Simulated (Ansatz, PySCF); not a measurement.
The pair A = HF (SMILES F) (first 2 atoms), B = SO2 (SMILES O=S=O); geometry from B3LYP-D3(BJ)/def2-TZVP.
(charge 0, multiplicity 1):
```xyz
5

F      0.3508     0.5070    -0.6568
H      0.0840     0.7241     0.2106
O     -0.3360     0.6626     2.0092
S     -0.1943    -0.5705     2.7516
O     -0.5351    -0.5550     4.1443
```

Cores are frozen in the correlated methods. CBS(a, b) extrapolates the correlation energy as X⁻³ and adds the Hartree–Fock energy of set b.

Run with Ansatz (Gaussian basis) for Hartree–Fock, density functionals and correlated methods; PySCF for the dispersion terms. Each number belongs to the level named beside it.

The monomers are drawn apart, rigid, along the line of their centres of mass. Counterpoise-corrected interaction energies (kcal/mol):

```
level                                          R = 4.409 Å  R = 5.148 Å
---------------------------------------------  -----------  -----------
PBE/def2-TZVPPD                                    -2.3637      -1.0366
PBE-D3(BJ)/def2-TZVPPD                             -2.6658      -1.1774
wB97M-V/def2-TZVPPD                                -2.5763      -1.1583
CCSD(T)/CBS(aug-cc-pV(D+d)Z, aug-cc-pV(T+d)Z)      -2.5369      -1.1329
```

Question: R is the distance of the centres of mass. Find the local exponent m of E ∝ R⁻ᵐ between the two points.

Answer: 
m = ln(E₁/E₂)/ln(R₂/R₁): PBE/def2-TZVPPD 5.3; PBE-D3(BJ)/def2-TZVPPD 5.3; wB97M-V/def2-TZVPPD 5.2; CCSD(T)/CBS(aug-cc-pV(D+d)Z, aug-cc-pV(T+d)Z) 5.2. For scale, two fixed dipoles give m = 3, dipole and quadrupole 4, quadrupoles 5, and dispersion or dipole-induced dipole 6 at long range; at these distances several terms mix, and what is left of overlap and damping shifts m, so it need not match one of them.

Ansatz is a first-principles code.
